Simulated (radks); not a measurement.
Values are calculated unless marked as measured or tabulated.
Q: Neutral magnesium, [Ne] 3s2. Level of theory: non-relativistic Kohn-Sham, PBE, spin-polarised, spherical densities, point nucleus (a radial shooting solver on a logarithmic mesh with Libxc functionals). Every spin shell is full or empty, so the densities are truly spherical. Functionals are evaluated on that one density, not self-consistently. Rank these exchange functionals by their error against the exact value of the orbitals, and give that value: LDA, revPBE, PW91, PW86, G96, APBE, revTPSS, SCAN.

A: Exact: -15.9554 hartree. From best to worst, with 100 (|E| - |E exact|)/|E exact| (equal figures are ties): PW91 +0.04, revPBE +0.13, revTPSS -0.16, G96 +0.18, SCAN +0.35, PW86 +0.83, APBE +0.86, LDA -8.53.
